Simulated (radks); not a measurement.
The helium ion He+, configuration 2s1 (not the ground configuration).

Calculated with a radial shooting solver on a logarithmic mesh with Libxc functionals: non-relativistic Kohn-Sham, XLYP, spin-unpolarised, spherical densities, point nucleus; without spin polarisation the odd electron is poorly described.

Energy parts (eV):
part                   energy
total                 -13.448
kinetic                13.078
electron-nucleus      -26.686
Hartree                 4.087
exchange-correlation   -3.927

Orbitals (lengths in bohr, moments of r in powers of bohr; r(max) is where P^2 peaks; r(90%) holds 90 % of the orbital's charge):
orbital,occ.,eigenvalue (eV),r(max),<r^2>,r(90%)
1s,0,-55.7209,0.4958,0.7145,1.28
2s,1,-10.4198,2.573,10.53,4.57
2p,0,-10.9057,1.939,6.755,3.82

The highest occupied level is 2s at -10.420 eV. The configuration is held as typed, so some empty levels lie below it. Virial ratio -V/T = 2.02832. The density falls to 0.001 e/bohr^3 at r = 3.95 bohr.
